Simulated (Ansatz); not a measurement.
Geometry optimisation, DFT PBEsol, scalar-relativistic, plane waves, PAW (Ansatz 0.2.0).

Input:

```yaml
crystal:
  lattice:
    - [0.0, 5.43, 5.43]
    - [5.43, 0.0, 5.43]
    - [5.43, 5.43, 0.0]
  atoms:
    - { symbol: Si, position: [0.0, 0.0, 0.0] }
    - { symbol: Si, position: [0.125, 0.125, 0.125] }
    - { symbol: Si, position: [0.0, 0.0, 0.5] }
    - { symbol: Si, position: [0.125, 0.125, 0.625] }
    - { symbol: Si, position: [0.0, 0.5, 0.0] }
    - { symbol: Si, position: [0.125, 0.625, 0.125] }
    - { symbol: Si, position: [0.0, 0.5, 0.5] }
    - { symbol: Si, position: [0.125, 0.625, 0.625] }
    - { symbol: Si, position: [0.5, 0.0, 0.0] }
    - { symbol: Si, position: [0.625, 0.125, 0.125] }
    - { symbol: Si, position: [0.5, 0.0, 0.5] }
    - { symbol: Si, position: [0.625, 0.125, 0.625] }
    - { symbol: Si, position: [0.5, 0.5, 0.0] }
    - { symbol: Si, position: [0.625, 0.625, 0.125] }
    - { symbol: Si, position: [0.5, 0.5, 0.5] }
    - { symbol: Si, position: [0.625, 0.625, 0.625] }
    - { symbol: Ge, position: [0.0572279, 0.3116035, 0.8185001] }
basis:
  ecutwfc: 420.0
kpoints:
  mp_grid: { grid: [2, 2, 2] }
hamiltonian:
  xc: pbesol
  pseudopotentials: { kind: paw, azcp: { folder: soft_1 } }
scf:
  occupations: { method: gaussian, width: 0.02 }
  lower_state_search: "off"
relax:
  f_tol: 0.03
  max_steps: 60
  adjacent_minimum: "off"
```

Launched with:

```bash
$ ansatz run input.yaml --threads 1 --pin off --max-ram 3072MiB --backend cpu --events-out ev --progress --plain --runs-dir out
```

Q: Where does it end, and by what steps?

A: It converged. Limits of this set-up: coarse k mesh, PAW files made for another functional. After 5 steps the energy has fallen by 1.554 eV; Si13 moved furthest, 0.48 Å.

```tsv
step	energy less start (eV)	largest force component (eV/Å)	accepted
0	0.0000	3.002	yes
1	-1.1320	1.201	yes
2	-1.5043	0.172	yes
3	-1.5307	0.195	yes
4	-1.5523	0.068	yes
5	-1.5539	0.022	yes
```

```xyz
17
Lattice="0.0000 5.4300 5.4300 5.4300 0.0000 5.4300 5.4300 5.4300 0.0000" Properties=species:S:1:pos:R:3
Si -0.125 0.128 -0.134
Si 1.485 1.487 1.230
Si 2.976 2.457 -0.261
Si 3.947 3.947 1.229
Si 2.848 0.128 2.840
Si 3.813 1.620 4.332
Si 5.304 2.587 2.840
Si 6.916 3.947 4.197
Si 0.091 2.739 2.624
Si 1.269 4.162 4.045
Si 2.693 5.339 2.623
Si 4.351 6.509 3.794
Si 2.435 2.994 5.710
Si 4.100 4.162 6.876
Si 5.522 5.339 5.452
Si 6.697 6.761 6.878
Ge 6.116 4.749 2.028
```

Time of the run: 40 s on 1 thread of Arm Neoverse V1, with other jobs on the host, peak memory 0.54 GiB.
